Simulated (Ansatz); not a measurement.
`C1=C[Te]1` and `[SiH3]CC1=C[Te]1` differ in one atom or group.

Ansatz, PBE0-D4/def2-TZVP geometries, multiplicity 1. Each molecule was computed in one conformer, which needn't be the lowest.

Elements past krypton have def2 core potentials.

```csv
property,`C1=C[Te]1`
LUMO energy (ωB97M-V/def2-TZVPP) / eV,0.68
size of the dipole moment (PBE/def2-TZVPP) / D,1.80
HOMO–LUMO gap (PBE/def2-TZVPP) / eV,2.33
HOMO energy (ωB97M-V/def2-TZVPP) / eV,-7.46
HOMO–LUMO gap (PBE0/def2-TZVPP) / eV,4.15
LUMO energy (PBE/def2-TZVPP) / eV,-2.06
```

What does the change do to each property? (Best estimate.)

Ansatz gave: 
```tsv
property	`[SiH3]CC1=C[Te]1`	shift
LUMO energy (ωB97M-V/def2-TZVPP) / eV	0.89	0.21
size of the dipole moment (PBE/def2-TZVPP) / D	2.46	0.66
HOMO–LUMO gap (PBE/def2-TZVPP) / eV	2.41	0.08
HOMO energy (ωB97M-V/def2-TZVPP) / eV	-7.29	0.17
HOMO–LUMO gap (PBE0/def2-TZVPP) / eV	4.22	0.07
LUMO energy (PBE/def2-TZVPP) / eV	-1.82	0.24
```

With PBE0 the HOMO rises by 0.17 eV and the LUMO rises by 0.24 eV, so the gap widens by about 0.07 eV. PBE moves the HOMO by 0.15 eV and ωB97M-V by 0.17 eV. Dipoles are sizes alone; their direction can turn.

Spin–orbit coupling is left out; it splits and shifts lone-pair levels of the heavy atoms by tenths of an eV.
